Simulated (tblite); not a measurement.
C8H9O (doublet state).
Z-matrix (Å and degrees, GFN2-xTB geometry), rows numbered from 1:
```
C 
C   1  1.1962
C   2  1.4752  1  172.93
C   3  1.4952  2  106.19  1   144.32
C   4  1.3228  3  123.44  2   106.43
C   3  1.5385  2  110.57  1    22.77
C   6  1.5191  3  109.46  2   -70.53
C   7  1.5004  6  114.89  3   100.91
O   7  1.2045  6  121.46  3   -77.06
H   3  1.0958  2  107.78  1   -96.93
H   4  1.0818  3  115.44  2   -72.46
H   5  1.0778  4  121.77  3     0.19
H   5  1.0765  4  121.80  3   179.51
H   6  1.0925  3  107.57  2   171.82
H   6  1.0898  3  110.04  2    52.29
H   8  1.0863  7  110.47  6  -179.37
H   8  1.0893  7  108.36  6   -58.83
H   8  1.0876  7  110.09  6    59.22
```

Computed values, GFN2-xTB/tblite, gas phase, harmonic and unscaled. Errors from tens to a few hundred cm⁻¹ against measured bands are possible. One conformer, not necessarily the lowest. Open shells enter through the occupations alone, without spin polarisation, and single modes of such species can be off by tens of per cent.

Harmonic wavenumbers (cm⁻¹): 34.2, 58.2, 84.5, 116.0, 150.0, 157.0, 177.2, 253.6, 310.2, 337.3, 394.9, 459.0, 526.2, 591.5, 635.7, 824.9, 869.3, 895.8, 922.8, 953.9, 985.1, 1002.8, 1029.3, 1062.3, 1109.6, 1117.7, 1191.0, 1209.8, 1231.1, 1283.7, 1291.9, 1361.9, 1404.6, 1438.6, 1449.3, 1454.6, 1673.4, 1771.8, 2265.9, 2927.4, 2978.5, 3005.5, 3016.0, 3032.3, 3061.4, 3066.4, 3102.1, 3131.2.

A = 2560, B = 1110, C = 875.2 MHz; mass 121.065 u (most abundant isotopes); point group C1, symmetry number 1; spin multiplicity 2.

Q: What is the zero-point energy?

A: ½Σν̃ = 30704 cm⁻¹ = 367.30 kJ/mol.

Q: Entropy at 298.15 K, 1 bar (ideal gas, RRHO, classical rotation)?

A: Translation 168.67, rotation 122.37, vibration 140.62, spin (R ln 2) 5.76: S = 437.4 J/(mol K).

Q: And Cp and H(298.15 K) − H(0)?

A: Cp = 161.08 J/(mol K), of which vibrations give 127.82 (their classical limit is 48 R = 399.1); H(298.15 K) − H(0) = 30.79 kJ/mol without the zero-point energy, 20.87 from vibrations.

Q: How do the functions run with temperature in this model?

A: 
| T (K) | S (J/(mol K)) | Cp (J/(mol K)) | H − H(0) (kJ/mol) | G − H(0) (kJ/mol) | ln q(vib) |
| --- | --- | --- | --- | --- | --- |
| 100 | 308.2 | 87.9 | 6.07 | -24.75 | 2.44 |
| 200 | 380.9 | 125.0 | 16.77 | -59.41 | 5.62 |
| 300 | 438.4 | 161.8 | 31.09 | -100.44 | 8.55 |
| 500 | 537.8 | 230.1 | 70.58 | -198.32 | 13.94 |
| 800 | 662.0 | 297.7 | 150.65 | -378.96 | 21.33 |
| 1000 | 731.8 | 327.4 | 213.31 | -518.49 | 25.82 |

q(vib) and H(0) count from the zero-point level.

Q: Which modes carry the vibrational entropy at 298.15 K?

A: 34.2 cm⁻¹: 23.30; 58.2 cm⁻¹: 18.90; 84.5 cm⁻¹: 15.83; 116.0 cm⁻¹: 13.25; 150.0 cm⁻¹: 11.18; 157.0 cm⁻¹: 10.82 J/(mol K); the other 42 give 47.34 together.

Hindered rotation and anharmonicity are outside this model. Other conformers, if any are populated, would add a mixing term that is left out. The structure is chiral; the term R ln 2 for an equal mix with its mirror image is left out.

Time: 2.0 s wall. Hardware: an Intel Xeon at 2.50 GHz with one thread, on a shared host. The figure is for the frequency step alone.
